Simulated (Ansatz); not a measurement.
Harmonic frequencies (cm⁻¹) at PBE0-D4/def2-TZVP from Ansatz: 67, 125, 179, 216, 273, 402, 440, 632, 693, 815, 819, 879, 914, 1086, 1097, 1271, 1378, 1432, 1662, 2250, 3041, 3089, 3520, 3603.

Each molecule was computed in one conformer, which needn't be the lowest.

(1) Which molecule is it?
A. `NC[SiH](F)Br`
B. `[F][In]1[CH2][SiH2][NH]1`
C. `[F][GaH][CH2][GaH2]`
D. `BC(C)(F)Cl`

Results:

(1) A.
